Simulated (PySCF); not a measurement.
PySCF 2.14 output of an unrestricted r2SCAN calculation on a single atom or ion in x2c-TZVPPall, with scalar relativity by spin-free X2C-1e:

```
SCF conv_tol = 1e-09
number electrons alpha = 21  beta = 19
    J. W. Furness, A. D. Kaplan, J. Ning, J. P. Perdew, and J. Sun.,  J. Phys. Chem. Lett. 11, 8208-8215 (2020)
    J. W. Furness, A. D. Kaplan, J. Ning, J. P. Perdew, and J. Sun.,  J. Phys. Chem. Lett. 11, 9248-9248 (2020)
    J. W. Furness, A. D. Kaplan, J. Ning, J. P. Perdew, and J. Sun.,  J. Phys. Chem. Lett. 11, 8208-8215 (2020)
    J. W. Furness, A. D. Kaplan, J. Ning, J. P. Perdew, and J. Sun.,  J. Phys. Chem. Lett. 11, 9248-9248 (2020)
cycle= 1 E= -3598.08732594464  delta_E= -0.00966  |g|= 0.0521  |ddm|= 0.376
cycle= 2 E= -3598.08736567522  delta_E= -3.97e-05  |g|= 0.0316  |ddm|= 0.295
cycle= 3 E= -3598.0880581034  delta_E= -0.000692  |g|= 0.0128  |ddm|= 0.156
cycle= 4 E= -3598.09998284158  delta_E= -0.0119  |g|= 0.0838  |ddm|= 0.751
cycle= 5 E= -3598.10672556963  delta_E= -0.00674  |g|= 0.0694  |ddm|= 1.19
cycle= 6 E= -3598.10699842878  delta_E= -0.000273  |g|= 0.0671  |ddm|= 0.0828
cycle= 7 E= -3598.09317746792  delta_E= 0.0138  |g|= 0.0876  |ddm|= 1.17
cycle= 8 E= -3598.09277012248  delta_E= 0.000407  |g|= 0.0451  |ddm|= 0.413
cycle= 9 E= -3598.08788308305  delta_E= 0.00489  |g|= 0.00601  |ddm|= 0.348
cycle= 10 E= -3598.08868543099  delta_E= -0.000802  |g|= 0.0152  |ddm|= 0.114
cycle= 11 E= -3598.08782089848  delta_E= 0.000865  |g|= 0.0043  |ddm|= 0.139
cycle= 12 E= -3598.08778819668  delta_E= 3.27e-05  |g|= 0.00787  |ddm|= 0.0419
cycle= 13 E= -3598.08778569729  delta_E= 2.5e-06  |g|= 0.00709  |ddm|= 0.00893
cycle= 14 E= -3598.08773206113  delta_E= 5.36e-05  |g|= 0.0105  |ddm|= 0.0314
cycle= 15 E= -3598.08786154023  delta_E= -0.000129  |g|= 0.00612  |ddm|= 0.0852
cycle= 16 E= -3598.0879474892  delta_E= -8.59e-05  |g|= 0.032  |ddm|= 0.294
cycle= 17 E= -3598.08784916038  delta_E= 9.83e-05  |g|= 0.0267  |ddm|= 0.0417
cycle= 18 E= -3598.08797195444  delta_E= -0.000123  |g|= 0.00905  |ddm|= 0.272
cycle= 19 E= -3598.08794215969  delta_E= 2.98e-05  |g|= 0.0106  |ddm|= 0.0202
cycle= 20 E= -3598.08787200787  delta_E= 7.02e-05  |g|= 0.00394  |ddm|= 0.0573
cycle= 21 E= -3598.08788632578  delta_E= -1.43e-05  |g|= 0.00462  |ddm|= 0.0176
cycle= 22 E= -3598.08787722711  delta_E= 9.1e-06  |g|= 0.0032  |ddm|= 0.0208
cycle= 23 E= -3598.08788756732  delta_E= -1.03e-05  |g|= 0.00363  |ddm|= 0.0546
cycle= 24 E= -3598.08787557521  delta_E= 1.2e-05  |g|= 0.00109  |ddm|= 0.0213
cycle= 25 E= -3598.08787693441  delta_E= -1.36e-06  |g|= 0.00164  |ddm|= 0.00454
cycle= 26 E= -3598.08787506928  delta_E= 1.87e-06  |g|= 0.000148  |ddm|= 0.014
cycle= 27 E= -3598.08787507211  delta_E= -2.83e-09  |g|= 4.86e-05  |ddm|= 0.00105
cycle= 28 E= -3598.08787507371  delta_E= -1.6e-09  |g|= 7.76e-06  |ddm|= 0.000543
cycle= 29 E= -3598.08787507364  delta_E= 7.69e-11  |g|= 6.42e-07  |ddm|= 7.29e-05
converged SCF energy = -3598.08787507364  <S^2> = 2.0141162  2S+1 = 3.0093961
```

The run itself started from symmetry-adapted Hartree-Fock orbitals and held the occupation by maximum overlap, on a logarithmic radial grid, so the iterations belong to that start.

Q: Which element, charge and spin multiplicity is this?

A: Zr (zirconium, neutral), multiplicity 3; the state was [Kr] 4d1 5s2 5p1, one real determinant (an excited configuration).

⟨L²⟩ = 9.38 against 12 for a pure F term, so this real determinant mixes terms.
